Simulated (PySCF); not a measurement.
Members of one series of related molecules.

All values: PBE0/def2-SVPD (PySCF) at GFN2-xTB geometries, gas phase, one conformer each. Core orbitals are frozen in the response; Δα² is half the sum of the squared differences of the principal polarisabilities.

Question: Rank by HOMO energy, lowest first.
A. `O=C(Cl)[C@H](CC)F`
B. `CO[C@@H](C)CC(=O)Cl`
C. `CC(C)CC(=O)Cl`

Answer: A (-8.71 eV), C (-8.58 eV), B (-7.89 eV).

Question: Rank by mean static polarisability, highest first.
A. `CC(C)CC(=O)Cl`
B. `O=C(C[C@H](C)OC)Cl`
C. `CC[C@H](F)C(Cl)=O`

Answer: B (12.45 Å³), A (11.63 Å³), C (9.81 Å³).

Question: Rank by polarisability anisotropy Δα, highest first.
A. `[CH3:1][CH:2]([CH3:3])[CH2:4][C:5](=[O:6])[Cl:7]` with C1–C2–C4–C5 167°, C2–C4–C5–O6 -9°
B. `[CH3:1][CH2:2][C@H:3]([F:4])[C:5](=[O:6])[Cl:7]` with C1–C2–C3–F4 -167°, C2–C3–C5–O6 -84°
C. `[CH3:1][O:2][C@@H:3]([CH3:4])[CH2:5][C:6](=[O:7])[Cl:8]` with C1–O2–C3–C4 159°, O2–C3–C5–C6 167°, C3–C5–C6–O7 -50°

Answer: C (4.31 Å³), A (3.99 Å³), B (2.95 Å³).

All values together:

```json
{"SMILES": "CCCC(=O)Cl", "change": "parent", "formula": "C4H7ClO", "μ (D)": "3.05", "HOMO (eV)": "-8.60", "LUMO (eV)": "-1.11", "α (Å³)": "9.92", "Δα (Å³)": "4.11", "electrons": "56", "α per electron (Å³)": "0.177"}
{"SMILES": "CC(C)CC(=O)Cl", "change": "H replaced by CH3", "formula": "C5H9ClO", "μ (D)": "2.98", "HOMO (eV)": "-8.58", "LUMO (eV)": "-1.13", "α (Å³)": "11.63", "Δα (Å³)": "3.99", "electrons": "64", "α per electron (Å³)": "0.182"}
{"SMILES": "CO[C@@H](C)CC(=O)Cl", "change": "H replaced by OCH3", "formula": "C5H9ClO2", "μ (D)": "2.32", "HOMO (eV)": "-7.89", "LUMO (eV)": "-1.32", "α (Å³)": "12.45", "Δα (Å³)": "4.31", "electrons": "72", "α per electron (Å³)": "0.173"}
{"SMILES": "CC[C@H](F)C(=O)Cl", "change": "H replaced by F", "formula": "C4H6ClFO", "μ (D)": "2.51", "HOMO (eV)": "-8.71", "LUMO (eV)": "-1.56", "α (Å³)": "9.81", "Δα (Å³)": "2.95", "electrons": "64", "α per electron (Å³)": "0.153"}
```

Conformers: `[CH3:1][CH2:2][CH2:3][C:4](=[O:5])[Cl:6]` with C1–C2–C3–C4 180°, C2–C3–C4–O5 0°; `[CH3:1][CH:2]([CH3:3])[CH2:4][C:5](=[O:6])[Cl:7]` with C1–C2–C4–C5 167°, C2–C4–C5–O6 -9°; `[CH3:1][O:2][C@@H:3]([CH3:4])[CH2:5][C:6](=[O:7])[Cl:8]` with C1–O2–C3–C4 159°, O2–C3–C5–C6 167°, C3–C5–C6–O7 -50°; `[CH3:1][CH2:2][C@H:3]([F:4])[C:5](=[O:6])[Cl:7]` with C1–C2–C3–F4 -167°, C2–C3–C5–O6 -84°.

Give the shifts from the parent, `CCCC(=O)Cl`.

```
             SMILES  change in μ (D)  change in HOMO (eV)  change in LUMO (eV)  change in mean α (Å³)
      CC(C)CC(=O)Cl            -0.07                +0.02                -0.02                  +1.71
CO[C@@H](C)CC(=O)Cl            -0.73                +0.71                -0.21                  +2.53
  CC[C@H](F)C(=O)Cl            -0.54                -0.11                -0.45                  -0.11
```
